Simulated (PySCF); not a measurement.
A PySCF script (with the pyscf-properties extension) for the NMR shieldings of `O[Si@H](OCC)[C@H]1C[SiH2]N1`, C4H13NO2Si2, on a GFN2-xTB geometry:

```python
import basis_set_exchange as bse
import numpy as np
from pyscf import gto, dft
from pyscf.prop import nmr

atoms = """
C    -3.667415   -0.613103   -0.568264
C    -2.717551    0.394565    0.058692
O    -1.417472    0.181650   -0.427798
Si   -0.068261    0.905644    0.078808
O     0.004962    0.747785    1.703524
C     1.351619   -0.020255   -0.769633
C     2.728625    0.613813   -0.507114
Si    3.167368   -0.917342    0.543748
N     1.653092   -1.315089   -0.142566
H    -3.373600   -1.622540   -0.293464
H    -3.634607   -0.525416   -1.651059
H    -4.682077   -0.430557   -0.224937
H    -3.025617    1.416785   -0.190789
H    -2.715369    0.298671    1.149325
H    -0.053269    2.337211   -0.238719
H     0.839939    0.830546    2.154712
H     1.160312   -0.164954   -1.837839
H     2.683375    1.570652    0.005776
H     3.310993    0.750705   -1.413394
H     4.249864   -1.807292    0.123247
H     3.281349   -0.640589    1.988231
H     0.913326   -1.971502    0.042189
"""
names = dict.fromkeys(["C", "O", "Si", "N", "H"], "pcSseg-1")
basis = {el: gto.basis.parse(bse.get_basis(n, elements=[el], fmt="nwchem")) for el, n in names.items()}
mol = gto.M(atom=atoms, basis=basis, charge=0, verbose=0)
mf = dft.RKS(mol, xc="PBE0")
mf.grids.level = 2
mf.grids.alignment = dft.numint.BLKSIZE   # the property module wants whole blocks of grid points
mf.conv_tol = 1e-9
mf.kernel()

calc = nmr.RKS(mf)   # GIAO
C = mf.mo_coeff
Co = C[:, mf.mo_occ > 0]
resp = mf.gen_response(singlet=True, hermi=2)
def vind(x):   # induced exchange potential for any number of trial vectors
    d = np.einsum("pi,xij,qj->xpq", C, 2 * x.reshape(-1, C.shape[1], Co.shape[1]), Co, optimize=True)
    return np.einsum("xpq,pi,qj->xij", resp(d - d.transpose(0, 2, 1)), C, Co, optimize=True).ravel()
mo1, _ = nmr.rhf.solve_mo1(calc, with_cphf=vind)
sigma = calc.kernel(mo1)
for i, s in enumerate(sigma):   # ppm
    print("%2d %-2s %9.2f" % (i, mol.atom_pure_symbol(i), np.trace(s) / 3))
```

Task: Give the expected output.

Result: 
```
 0 C     166.66
 1 C     125.48
 2 O     274.73
 3 Si    377.31
 4 O     311.58
 5 C     136.19
 6 C     176.61
 7 Si    364.04
 8 N     247.39
 9 H      30.21
10 H      30.19
11 H      30.70
12 H      27.73
13 H      27.41
14 H      26.79
15 H      30.33
16 H      27.91
17 H      30.63
18 H      29.75
19 H      25.93
20 H      25.96
21 H      31.83
```

These numbers come from an equivalent density-fitted implementation of the same equations, which agrees with the script to about 0.01 ppm for H and up to a few tenths of a ppm for heavy atoms, so last digits may differ.

Task: Turn these shieldings into chemical shifts. Chemical shifts δ = σref − σ; ¹³C (σref 186.93) and ²⁹Si (σref 349.16) and ¹H (σref 31.72) vs TMS; ¹⁷O (σref 336.08) vs H2O; ¹⁵N (σref 267.73) vs NH3, all at this level.

Result: Averaging equivalent atoms: C 1: 61.4; C 5: 50.7; C 0: 20.3; C 6: 10.3; O 2: 61.4; O 4: 24.5; Si 7: -14.9; Si 3: -28.1; N 8: 20.3; H 19: 5.78; H 20: 5.76; H 14: 4.93; H 13: 4.31; H 12: 3.99; H 16: 3.81; H 18: 1.96; H 15: 1.38; H 9/10/11: 1.35; H 17: 1.08; H 21: -0.12 ppm. Experimental scales use liquid or dissolved standards, which lie at an offset from isolated NH3 (liquid NH3: subtract about 20 ppm) and H2O (liquid H2O: subtract about 36 ppm).

Size and cost of the density-fitted run: 232 basis functions, 91 s wall time on 1 thread of an Intel Xeon, shared host; peak memory 1.1 GiB.
